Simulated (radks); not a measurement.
Task: Cu2.5+, 26.5 electrons, occupied as [Ne] 3s2 3d(up 4.5, down 4.5) 3p(up 3, down 2.5) (fractional occupations, a model configuration). Calculated with a radial shooting solver on a logarithmic mesh with Libxc functionals: non-relativistic Kohn-Sham, PBE, spin-polarised, spherical densities, point nucleus. Some entries of the table are withheld. Estimate them.

orbital  occ.  eigenvalue (hartree)  <1/r> (bohr^-1)  <r^2> (bohr^2)
1s up       1             -322.8481            28.51        0.003751
1s down     1             -322.8378            28.51        0.003750
2s up       1             -39.57855            6.194         0.06712
2s down     1             -39.57082            6.194         0.06710
2p up       3             -34.87372              (1)         0.05288
2p down     3             -34.86197              (2)         0.05288
3s up       1                   (3)            1.972          0.5933
3s down     1                   (4)            1.970          0.5947
3p up       3              -3.94244            1.847          0.6519
3p down   2.5              -3.91463            1.844          0.6544
3d up     4.5              -1.46591            1.506          0.9890
3d down   4.5              -1.44419            1.500           1.004

Result: 
(1) 2p up <1/r> (bohr^-1): 6.157
(2) 2p down <1/r> (bohr^-1): 6.157
(3) 3s up eigenvalue (hartree): -5.41432
(4) 3s down eigenvalue (hartree): -5.38548
